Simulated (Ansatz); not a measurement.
Relaxation of Al₂H₅NO₂ (10 atoms, charge 0, multiplicity 1), to a largest force component of 0.02 eV/Å in at most 50 steps.

Method: Ansatz 0.2.0, RKS PBE/def2-SVP.

```xyz
10
Properties=species:S:1:pos:R:3
O -1.093 -0.449 2.246
Al 0.141 -0.630 0.945
O 1.860 -0.208 1.300
N -0.275 -1.199 -0.808
Al -0.087 0.281 -1.979
H -1.448 0.546 2.114
H 1.998 0.751 1.083
H -1.339 -1.374 -0.788
H -1.084 1.543 -1.784
H 0.526 -1.630 -1.313
```

**Question.** Where does it end, and by what steps?

**Answer.** It converged. The force dipped under the threshold on the way, but the program's further checks kept it going. After 17 steps the energy has fallen by 3.220 eV; H9 moved furthest, 1.40 Å. Joined: Al2–H9 (3.70 → 1.73 Å).

```
step  energy less start (eV)  largest force component (eV/Å)  accepted
   0                  0.0000                           2.811       yes
   1                 -1.0819                           1.412       yes
   2                 -1.5889                           1.633       yes
   3                 -1.7852                           1.239       yes
   4                 -1.9790                           0.942       yes
   5                 -2.2062                           1.112       yes
   6                 -2.5017                           0.970       yes
   7                 -2.8509                           0.703       yes
   8                 -3.0896                           0.453       yes
   9                 -3.1580                           0.526       yes
  10                 -3.1960                           0.179       yes
  11                 -3.2100                           0.122       yes
  12                 -3.2157                           0.112       yes
  13                 -3.2176                           0.154       yes
  14                 -3.2146                           0.389        no
  15                 -3.2191                           0.040       yes
  16                 -3.2194                           0.009       yes
  17                 -3.2195                           0.008       yes
```

```xyz
10
Properties=species:S:1:pos:R:3
O -1.339 -0.122 1.584
Al -0.001 0.039 0.491
O 1.682 -0.034 0.906
N -0.284 -1.232 -0.922
Al -0.628 0.302 -2.280
H -1.487 0.476 2.331
H 2.109 0.604 1.497
H -1.083 -1.870 -0.787
H -0.296 1.295 -0.654
H 0.526 -1.829 -1.149
```

Run time: 26 s on 2 threads of Intel(R) Xeon(R) Platinum 8488C (Sapphire Rapids), on a shared host, peak memory 0.16 GiB.
